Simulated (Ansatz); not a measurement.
Reaction (ligand exchange at the Al–C bond): `C#[C][AlH2]` + `N[SiH2][SiH3]` → `[AlH2][NH][SiH2][SiH3]` + `C#C`

Computed with Ansatz on PBE0-D4/def2-TZVP structures; ΔE is electronic, products minus reactants. CCSD(T)/CBS adds triple-zeta CCSD(T) − MP2 to the extrapolated MP2 energy (def2 sets, frozen cores). This one scheme is used for every species. Functionals use def2-TZVPP. Each species was taken in one conformer, which may not be the lowest.

`C#[C][AlH2]`:

Cartesian coordinates in Å:
```
C 1.731 -0.391 -0.472
C 0.589 -0.133 -0.162
Al -1.207 0.273 0.329
H 2.737 -0.618 -0.746
H -1.493 1.597 1.141
H -2.356 -0.728 -0.091
```

`N[SiH2][SiH3]`:

```xyz
10

N     0.381   -0.683    1.610
Si   -0.752   -0.102    0.446
Si    0.425    0.651   -1.432
H     1.088   -1.343    1.329
H     0.075   -0.869    2.552
H    -1.506    1.014    1.078
H    -1.773   -1.096   -0.014
H     1.318   -0.427   -1.942
H     1.266    1.835   -1.107
H    -0.522    1.021   -2.520
```

`[AlH2][NH][SiH2][SiH3]`:

```xyz
12

Al   -2.150   -0.540    1.439
N    -0.500   -0.766    0.801
Si    0.104   -0.491   -0.798
Si    1.814    1.115   -0.822
H    -3.267   -0.041    0.439
H    -2.387   -0.852    2.972
H     0.197   -1.082    1.464
H    -1.041   -0.018   -1.622
H     0.630   -1.742   -1.421
H     2.380    1.285   -2.189
H     2.918    0.699    0.090
H     1.304    2.433   -0.352
```

`C#C`:

Cartesian coordinates in Å:
```
C 0.237 0.184 -0.518
C -0.237 -0.184 0.518
H 0.660 0.512 -1.438
H -0.660 -0.512 1.438
```

```csv
level,ΔE (kcal/mol)
PBE-D4,-10.4
r2SCAN-D4,-10.6
ωB97X-V,-10.6
PBE0,-9.6
MP2/def2-TZVPP,-11.3
CCSD(T)/def2-TZVPP,-11.2
MP2/def2-QZVPP,-11.3
CCSD/CBS(def2),-11.0
```

(1) What does CCSD(T)/CBS give? (An estimate is asked.)

Largest T1 diagnostic among the species: 0.013.

## Answers

(1) Computed: -11.2 kcal/mol. The listed levels differ from it by 0.8, 0.6, 0.6, 1.6, -0.1, 0.0, -0.1, 0.2 kcal/mol.

In def2-TZVPP, CCSD(T) changes the Hartree–Fock value by −2.1 kcal/mol (the triples alone add −0.2 kcal/mol) and MP2 by −2.1 kcal/mol. The D4 term adds −1.2 kcal/mol with B3LYP and −0.7 kcal/mol with PBE0; it sums over pairs of atoms, weighted by their polarisabilities, and B3LYP, whose exchange is more repulsive, gets the larger term.

B3LYP here is the variant with VWN-RPA as its local correlation; programs differ in this.
